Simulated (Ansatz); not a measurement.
# Worked example: C3H9B + Si(SH)4 → C3H9BS + SiH(SH)3

Species: C3H9B `BC(C)C`, singlet; Si(SH)4, singlet; C3H9BS `CC(C)BS`, singlet; SiH(SH)3, singlet. The partners trade H for SH: B–H and Si–SH bonds give way to B–SH and Si–H.

Shapes, held fixed at every level: PBE0-D4/def2-TZVP. Flexible molecules stand in one conformer, not always the lowest. Programs: Ansatz 0.2.0. The zero-point and thermal change to 298 K, harmonic and unscaled (PBE0-D4/def2-TZVP), is +2.8 kJ/mol.

At CCSD(T)/CBS estimate; 1 Eh = 2625.50 kJ/mol:

```
 species   energy (Eh)
   C3H9B   -144.349431
 Si(SH)4  -1882.716485
  C3H9BS   -542.178474
SiH(SH)3  -1484.899633
```

Work out ΔH(298 K) of the reaction at this level.


1. Products less reactants: (-542.178474) + (-1484.899633) − [(-144.349431) + (-1882.716485)] = -0.012191 Eh = -32.0 kJ/mol.
2. With the thermal change: -32.0 + (+2.8) = -29.2 kJ/mol.

Other levels give -47.2 (CCSD/def2-SVP) to -23.5 kJ/mol (BHLYP-D4/def2-TZVPP). No measured value is set beside it here. The CBS estimate extrapolates MP2 from def2-TZVPP and def2-QZVPP and adds CCSD(T) − MP2 in the triple-zeta set, cores frozen.
